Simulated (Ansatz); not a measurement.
`COC[SiH2]O` → `CO[SiH](C)O`  (isomerisation)

Isolated molecules relaxed with PBE0-D4/def2-TZVP in Ansatz; ΔE leaves out vibrations. CCSD(T)/CBS is the MP2 limit (def2-TZVPP, def2-QZVPP) plus CCSD(T) − MP2 in def2-TZVPP, frozen cores. Functionals use def2-TZVPP. B3LYP here is the variant with VWN-RPA as its local correlation; programs differ in this. Each species was taken in one conformer, which may not be the lowest.

Task: Is it downhill or uphill in electronic energy at CCSD(T)/CBS, and by how much? (An estimate is asked.)

Result: Ansatz gave: Downhill: ΔE = -52.6 kcal/mol.

Task: What do these levels give: PBE-D4, r2SCAN-D4, B3LYP-D4, ωB97M-V, B2PLYP, PBE, PBE0, B3LYP, CCSD/def2-TZVPP, HF/def2-QZVPP, HF/CBS(def2), CCSD/CBS(def2)? (An estimate is asked.)

Result: Computed: PBE-D4 -48.7, r2SCAN-D4 -52.2, B3LYP-D4 -51.2, ωB97M-V -52.0, B2PLYP -52.5, PBE -48.9, PBE0 -50.7, B3LYP -51.6, CCSD/def2-TZVPP -52.4, HF/def2-QZVPP -54.6, HF/CBS(def2) -54.6, CCSD/CBS(def2) -53.1 kcal/mol.

Largest T1 diagnostic among the species: 0.011.

From PBE to PBE0 (25 % exact exchange), in def2-TZVPP and without D4, ΔE moves by −1.8 kcal/mol.
